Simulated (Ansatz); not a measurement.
Molecular dynamics of BClF₂

The input (input.yaml):

```yaml
crystal:
  periodic: [false, false, false]
  atoms:
    - { symbol: F, position_ang: [-0.235211, -1.279759, -0.491377] }
    - { symbol: B, position_ang: [-0.106676, -0.016566, -0.136602] }
    - { symbol: F, position_ang: [-0.999045, 0.833904, -0.495005] }
    - { symbol: Cl, position_ang: [1.274167, 0.492305, 0.915596] }
basis:
  gaussian: { orbitals: def2-SVP }
hamiltonian:
  xc: blyp
md:
  timestep: 1.0
  n_steps: 100
  ensemble: nvt_langevin
  temperature: 100.0
  initial_velocities: maxwell_boltzmann
  seed: 827919
  friction: 0.05
```

Launched with:

```bash
$ ansatz run input.yaml --threads 1 --pin off --max-ram 2048MiB --backend cpu --events-out ev --progress --plain --runs-dir out
```

It goes on from the last frame of an earlier run, with new velocities.

Output, in part (one step line in 2, the closing report, with atoms numbered from 0):

```
md step     0: t =     0.00 fs  T =    75.0 K  F+E_penalty+E_count = -18627.52347677 eV  E_kin = 0.038778 eV  (23 SCF iters)
md step     2: t =     2.00 fs  T =    47.2 K  F+E_penalty+E_count = -18627.52474171 eV  E_kin = 0.024394 eV  (25 SCF iters)
md step     4: t =     4.00 fs  T =    77.2 K  F+E_penalty+E_count = -18627.54643186 eV  E_kin = 0.039930 eV  (25 SCF iters)
md step     6: t =     6.00 fs  T =    81.5 K  F+E_penalty+E_count = -18627.56296880 eV  E_kin = 0.042144 eV  (25 SCF iters)
md step     8: t =     8.00 fs  T =    96.8 K  F+E_penalty+E_count = -18627.57013858 eV  E_kin = 0.050039 eV  (25 SCF iters)
md step    10: t =    10.00 fs  T =    66.7 K  F+E_penalty+E_count = -18627.56904466 eV  E_kin = 0.034488 eV  (25 SCF iters)
md step    12: t =    12.00 fs  T =    61.0 K  F+E_penalty+E_count = -18627.56887521 eV  E_kin = 0.031554 eV  (26 SCF iters)
md step    14: t =    14.00 fs  T =    61.1 K  F+E_penalty+E_count = -18627.57082474 eV  E_kin = 0.031594 eV  (25 SCF iters)
md step    16: t =    16.00 fs  T =    46.8 K  F+E_penalty+E_count = -18627.57148626 eV  E_kin = 0.024216 eV  (25 SCF iters)
md step    18: t =    18.00 fs  T =    77.4 K  F+E_penalty+E_count = -18627.57556988 eV  E_kin = 0.040018 eV  (24 SCF iters)
md step    20: t =    20.00 fs  T =    87.0 K  F+E_penalty+E_count = -18627.57996886 eV  E_kin = 0.045006 eV  (25 SCF iters)
md step    22: t =    22.00 fs  T =    75.6 K  F+E_penalty+E_count = -18627.57997229 eV  E_kin = 0.039089 eV  (25 SCF iters)
md step    24: t =    24.00 fs  T =    71.1 K  F+E_penalty+E_count = -18627.57875606 eV  E_kin = 0.036780 eV  (25 SCF iters)
md step    26: t =    26.00 fs  T =    63.0 K  F+E_penalty+E_count = -18627.57462210 eV  E_kin = 0.032580 eV  (25 SCF iters)
md step    28: t =    28.00 fs  T =    97.2 K  F+E_penalty+E_count = -18627.57345479 eV  E_kin = 0.050261 eV  (22 SCF iters)
md step    30: t =    30.00 fs  T =    96.7 K  F+E_penalty+E_count = -18627.57597261 eV  E_kin = 0.049982 eV  (24 SCF iters)
md step    32: t =    32.00 fs  T =   103.8 K  F+E_penalty+E_count = -18627.57716028 eV  E_kin = 0.053694 eV  (22 SCF iters)
md step    34: t =    34.00 fs  T =   109.0 K  F+E_penalty+E_count = -18627.57723256 eV  E_kin = 0.056369 eV  (26 SCF iters)
md step    36: t =    36.00 fs  T =    76.8 K  F+E_penalty+E_count = -18627.57696775 eV  E_kin = 0.039710 eV  (25 SCF iters)
md step    38: t =    38.00 fs  T =   111.4 K  F+E_penalty+E_count = -18627.57610922 eV  E_kin = 0.057596 eV  (24 SCF iters)
md step    40: t =    40.00 fs  T =    82.6 K  F+E_penalty+E_count = -18627.57057284 eV  E_kin = 0.042720 eV  (25 SCF iters)
md step    42: t =    42.00 fs  T =    50.6 K  F+E_penalty+E_count = -18627.56731459 eV  E_kin = 0.026171 eV  (26 SCF iters)
md step    44: t =    44.00 fs  T =    97.3 K  F+E_penalty+E_count = -18627.57089854 eV  E_kin = 0.050297 eV  (25 SCF iters)
md step    46: t =    46.00 fs  T =    97.0 K  F+E_penalty+E_count = -18627.57334697 eV  E_kin = 0.050135 eV  (25 SCF iters)
md step    48: t =    48.00 fs  T =    82.2 K  F+E_penalty+E_count = -18627.57111275 eV  E_kin = 0.042522 eV  (25 SCF iters)
md step    50: t =    50.00 fs  T =    78.6 K  F+E_penalty+E_count = -18627.56507500 eV  E_kin = 0.040665 eV  (25 SCF iters)
md step    52: t =    52.00 fs  T =    40.4 K  F+E_penalty+E_count = -18627.55560754 eV  E_kin = 0.020909 eV  (25 SCF iters)
md step    54: t =    54.00 fs  T =    50.5 K  F+E_penalty+E_count = -18627.55363148 eV  E_kin = 0.026122 eV  (26 SCF iters)
md step    56: t =    56.00 fs  T =    78.3 K  F+E_penalty+E_count = -18627.55796229 eV  E_kin = 0.040507 eV  (24 SCF iters)
md step    58: t =    58.00 fs  T =   121.1 K  F+E_penalty+E_count = -18627.56487034 eV  E_kin = 0.062632 eV  (24 SCF iters)
md step    60: t =    60.00 fs  T =   114.1 K  F+E_penalty+E_count = -18627.57097866 eV  E_kin = 0.059018 eV  (25 SCF iters)
md step    62: t =    62.00 fs  T =   128.0 K  F+E_penalty+E_count = -18627.57069944 eV  E_kin = 0.066159 eV  (25 SCF iters)
md step    64: t =    64.00 fs  T =   116.9 K  F+E_penalty+E_count = -18627.56662116 eV  E_kin = 0.060427 eV  (25 SCF iters)
md step    66: t =    66.00 fs  T =   113.9 K  F+E_penalty+E_count = -18627.56489177 eV  E_kin = 0.058869 eV  (24 SCF iters)
md step    68: t =    68.00 fs  T =   112.3 K  F+E_penalty+E_count = -18627.56285766 eV  E_kin = 0.058046 eV  (24 SCF iters)
md step    70: t =    70.00 fs  T =    94.1 K  F+E_penalty+E_count = -18627.56062056 eV  E_kin = 0.048651 eV  (25 SCF iters)
md step    72: t =    72.00 fs  T =   101.3 K  F+E_penalty+E_count = -18627.55246796 eV  E_kin = 0.052385 eV  (24 SCF iters)
md step    74: t =    74.00 fs  T =    75.7 K  F+E_penalty+E_count = -18627.54883466 eV  E_kin = 0.039141 eV  (25 SCF iters)
md step    76: t =    76.00 fs  T =    60.6 K  F+E_penalty+E_count = -18627.55082733 eV  E_kin = 0.031352 eV  (24 SCF iters)
md step    78: t =    78.00 fs  T =    87.7 K  F+E_penalty+E_count = -18627.55456946 eV  E_kin = 0.045348 eV  (24 SCF iters)
md step    80: t =    80.00 fs  T =   109.7 K  F+E_penalty+E_count = -18627.55508440 eV  E_kin = 0.056731 eV  (24 SCF iters)
md step    82: t =    82.00 fs  T =   136.0 K  F+E_penalty+E_count = -18627.55234103 eV  E_kin = 0.070341 eV  (24 SCF iters)
md step    84: t =    84.00 fs  T =    73.7 K  F+E_penalty+E_count = -18627.54979422 eV  E_kin = 0.038103 eV  (26 SCF iters)
md step    86: t =    86.00 fs  T =    61.0 K  F+E_penalty+E_count = -18627.54995179 eV  E_kin = 0.031527 eV  (19 SCF iters)
md step    88: t =    88.00 fs  T =    66.0 K  F+E_penalty+E_count = -18627.55437134 eV  E_kin = 0.034112 eV  (26 SCF iters)
md step    90: t =    90.00 fs  T =    78.8 K  F+E_penalty+E_count = -18627.56076205 eV  E_kin = 0.040741 eV  (25 SCF iters)
md step    92: t =    92.00 fs  T =   113.0 K  F+E_penalty+E_count = -18627.56900969 eV  E_kin = 0.058421 eV  (25 SCF iters)
md step    94: t =    94.00 fs  T =    88.5 K  F+E_penalty+E_count = -18627.57405395 eV  E_kin = 0.045769 eV  (25 SCF iters)
md step    96: t =    96.00 fs  T =    95.8 K  F+E_penalty+E_count = -18627.57491330 eV  E_kin = 0.049507 eV  (24 SCF iters)
md step    98: t =    98.00 fs  T =    91.7 K  F+E_penalty+E_count = -18627.57243022 eV  E_kin = 0.047428 eV  (24 SCF iters)
md step   100: t =   100.00 fs  T =    80.8 K  F+E_penalty+E_count = -18627.56495931 eV  E_kin = 0.041772 eV  (24 SCF iters)
Total energy: -18627.56518755 eV, -684.5503944254 hartree
Atom 0 at    -0.280489    -1.175895    -0.538514 Å, force     0.122505     0.489573     0.152379 eV/Å
Atom 1 at    -0.172382     0.086859    -0.119851 Å, force    -0.525844     0.270114    -0.046672 eV/Å
Atom 2 at    -1.165641     0.949475    -0.415131 Å, force     0.729129    -0.590600     0.174537 eV/Å
Atom 3 at     1.222195     0.628238     0.844175 Å, force    -0.325790    -0.169086    -0.280244 eV/Å
Dipole moment:     0.057372     0.007392     0.026145 e Å
```

All steps were run. A run of 0.1 ps of so small a system gives no equilibrium averages.

The same pairs are bonded in the first frame and the last. Pairs count as bonded within 1.25 times the sum of covalent radii (0.12 Å more for H–H).

Last frame:

```xyz
4
Properties=species:S:1:pos:R:3
F -0.281 -1.176 -0.538
B -0.172 0.087 -0.120
F -1.166 0.950 -0.415
Cl 1.222 0.628 0.844
```

Run time: 4.3 min on 1 thread of AMD EPYC (Zen 3) (shared host), peak memory 0.11 GiB.
